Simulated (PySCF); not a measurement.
# Core-level binding energies of `[H]/N=C\[SiH2]S`

Species: CH5NSSi.
Cartesian coordinates in Å at the PBE0-D3(BJ)/def2-SVP level; atoms count from 1:
```
atom  x, y, z in Å
N1     2.0685    0.1707   -0.2738
C2     1.0497    0.1613    0.4892
Si3   -0.6487   -0.5719    0.0639
S4    -2.2041    0.8899    0.2932
H5     1.8576   -0.2921   -1.1687
H6     1.1673    0.6432    1.4793
H7    -0.5429   -1.0904   -1.3363
H8    -1.0265   -1.6668    1.0030
H9    -1.6690    1.7558   -0.5962
```

Computed with PySCF, delta-SCF UKS SCAN, pcX-2 on the ionised atom, pcseg-1 elsewhere, spin-free X2C. These are vertical core ionisation energies against the vacuum level, from separate self-consistent calculations with and without the core hole.

Task: Give the core binding energies atom by atom.

Result: 
```csv
atom(s),bonded to,level,binding energy (eV),2p1/2 (eV),count
Si3,"S, C and 2 H",Si 2p3/2,107.47,108.09,1
C2,"N (double bond), H and Si",C 1s,291.80,–,1
N1,C (double bond) and H,N 1s,405.05,–,1
Si3,"S, C and 2 H",Si 1s,1847.28,–,1
S4,H and Si,S 1s,2477.42,–,1
```

Task: What is the longest wavelength that can ionise Si 2p3/2 of Si3 vertically?

Result: λ = hc/E = 12398.42 eV Å / 107.47 eV = 115.366 Å.

Task: Express the binding energy of Si 2p3/2 of Si3 in atomic units and per mole.

Result: 107.47 eV = 3.9494 Eh = 10369 kJ/mol.

Not every level is listed. The unrestricted hole states depart most from a pure doublet (⟨S²⟩ = 0.75; over 0.85 named) for C 1s of C2 (0.87), which makes this value less certain. For 2p shells one spin-free hole was relaxed; a mean-field spin–orbit operator and the ground-state splitting of the three 2p orbitals were then diagonalised within the shell. The shell's mean is (2 × 2p3/2 + 2p1/2)/3, and the degeneracies 2j + 1 give areas of 2:1. 2p1/2 minus 2p3/2 (ligand field included): Si 0.62 eV. Isolated species at its PBE0-D3(BJ)/def2-SVP geometry (one conformer only).

Time: 33 s; peak memory 0.45 GiB. Hardware: Intel Xeon at 2.70 GHz, one thread, shared host with 64 logical CPUs at a one-minute load of 64.
